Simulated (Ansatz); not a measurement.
Basis-set extrapolation for CH7ClO2Si2 (`CO[SiH](Cl)O[SiH3]`) (PBE0-D4/def2-TZVP geometry, frozen core, the Gaussian-basis code of Ansatz). Multiplicity 1, RHF reference.

```csv
,def2-TZVPP,def2-QZVPP
HF,-1229.356121,-1229.397688
MP2 correlation,-1.071538,-1.159950
CCSD(T) correlation,-1.171978,not run
```

Energies in hartree. Use E(X) = E(∞) + A·exp(−7.88·√X) for Hartree–Fock and E(X) = E(∞) + B·X^(−2.97) for correlation, with X = 3 and 4, and add CCSD(T) minus MP2 of the smaller set to the MP2 limit.

What is the CCSD(T) energy at the basis-set limit?

HF limit: -1229.397688 + (-0.041567) × 0.13774 = -1229.40341. MP2 limit: -1.159950 + (-0.088412) × 0.74074 = -1.22544. Higher-order term: -1.171978 − (-1.071538) = -0.10044. Total: -1230.72929 hartree, 5.47 eV below CCSD(T)/def2-TZVPP.
